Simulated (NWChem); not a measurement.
Two isomers of C4H4ClF, each optimised at PBE0/def2-SVP with NWChem. Flexible species stand in one conformer each, which need not be the lowest. 

A: C=C=C(F)CCl
B: FC=C=CCCl

Problem. Which is lower in energy, by how much, and how do their other properties compare?

Solution. A is lower by 1.6 kcal/mol in electronic energy; with zero-point energies, B − A = 1.9 kcal/mol.
```
                                       A      B
---------------------------------  -----  -----
highest occupied level (eV)        -7.47  -7.57
orbital gap (eV)                    6.85   6.75
dipole (D)                          2.73   0.24
highest harmonic frequency (cm⁻¹)   3228   3210
zero-point energy (kcal/mol)        42.9   43.3
```
